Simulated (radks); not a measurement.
Excited configurations of Rb II: one electron is placed in a higher orbital outside [Ar] 3d10 4s2 4p5. The ground configuration is [Kr]. Method: Dirac Kohn-Sham, BLYP, spin-unpolarised, spherical densities, finite nucleus; open shells fill j = l - 1/2 first; Fermi nuclear charge, rms radius 4.2036 fm; computed with a radial shooting solver on a logarithmic mesh with Libxc functionals. Excitation = E - E(ground); binding = E(ion) - E, where the ion is the core of charge +2; n* = 2/sqrt(2 binding) in atomic units, and the quantum defect is n - n*.

| outer orbital | excitation (eV) | binding (eV) | n* | eigenvalue (eV) |
|---|---|---|---|---|
| 4f5/2 | 23.676 | 3.434 | 3.981 | -2.347 |
| 5p1/2 | 19.193 | 7.917 | 2.622 | -5.824 |
| 6s1/2 | 21.807 | 5.303 | 3.204 | -4.127 |
| 6d3/2 | 24.235 | 2.875 | 4.351 | -2.184 |
| 7p1/2 | 24.338 | 2.772 | 4.431 | -2.167 |

The Delta-SCF ionisation energy is 27.110 eV (NIST Atomic Spectra Database: 27.290 eV, measured). Self-interaction in the functional shifts the binding energies and quantum defects, so they are the method's values and not measured ones. Spin polarisation and multiplet splitting are left out, so open shells lie too high by an amount that depends on their filling.

Beside tabulated values, note that spin-unpolarised runs miss the spin-polarisation part of the exchange energy of open shells.
